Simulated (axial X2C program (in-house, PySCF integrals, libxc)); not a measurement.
## Density and ELF of OsB

All values were computed with an in-house all-electron X2C program for linear molecules (integrals from PySCF). Two-component (2c) means X2C with spin–orbit coupling and atomic mean-field two-electron Coulomb and Gaunt terms. Basis: Os dyall-cv3z [13s14p9d6f4g], B dyall-v3z [7s6p2d1f] (cores contracted in-house); Gaussian nuclei, density fitting, unrestricted open shells. Masses: Os 191.961 u, B 11.009 u.

PBE0, 2c, state Ω = 3/2 (⟨Sz⟩ = 1.47, ⟨Lz⟩ = 0.03 at PBE0); Os at z = 0, B at z = 1.775 Å.

The maps cover the half plane through the axis: z from -2.4 to 3.9 Å along the bond, ρ from 0.15 to 2.25 Å away from it (steps of 0.3 Å, the bottom row nearest the axis).

log10 of the density in e/bohr³:

digits 0 to 9 span -4.33 to 1.83 evenly
```
0011112222222211111000
0111222233222222211100
0112233333333333222110
1122334444444333332211
1223344555444444433221
1223445666555554443321
1233456777655555544322
1233456898665685544322
```

Electron localisation function (collinear form, no current term, damped to 0 at low density):

digits 0 to 9 span 0.00 to 1.00 evenly
```
0000111111111110000000
0001122222222222221000
0011223333334445554310
0112233333345667787630
0112223333346778899872
0112224554347768999985
1112235535547203999997
1112246424556190899997
```

Axial spin density in 10⁻³ e/bohr³:

digits 0 to 9 span -10.47 to 10.47 evenly, values beyond are clipped
```
5555555555544444455555
5555555555554444455555
5555566776554444555555
5555679999754444555555
5556799999953235665555
5556899999952137986555
5556799999951029998655
5556767895543539999655
```

One determinant describes the state; a PBE0 search over occupations chose it and may have missed a lower one. Density functionals use the spin component along the axis (collinear). PBE0 can misorder states that lie within some tenths of an eV, so this need not be the ground state of the molecule. The nearest other 2c determinant of the search, Ω = 1/2, lies 0.22 eV up at the distance of the search. With several unpaired electrons one determinant need not be a pure state. This is the top spin component of a Σ state; components of lower Ω are not single determinants and can lie lower. The determinant is spin-polarised beyond a pure state at some levels (its spin-free form has ⟨S²⟩ too high), which makes Re and μ there less reliable.
